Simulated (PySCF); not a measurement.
Method: PySCF energies plus ideal-gas RRHO corrections (1 bar). The comparison is the NASA 1993 polynomial table, which mixes measured and estimated data. All species are closed-shell singlets. I: scalar-relativistic def2 core potential, no spin-orbit coupling. The harmonic model lacks anharmonicity and excited electronic states, which grow with temperature; levels with a mode under 35 cm⁻¹ are left out.

Harmonic frequencies at PBE/def2-SVP (cm⁻¹): 207. Point group D∞h; S°(298 K) = 261.1 J/mol/K at this level.

Q: Work out Cp and S° of gaseous I2 at 500, 800, 1200, 1600, 2000 K from these, and set them beside the table.

A: 
```
T (K)  Cp PBE/def2-SVP  Cp table  S° PBE/def2-SVP  S° table
-----  ---------------  --------  ---------------  --------
500               37.2      37.5            280.2     279.9
800               37.3      37.8            297.7     297.6
1200              37.4      38.5            312.9     313.1
1600              37.4      39.5            323.6     324.3
2000              37.4      40.4            332.0     333.2
```
Units J/mol/K.
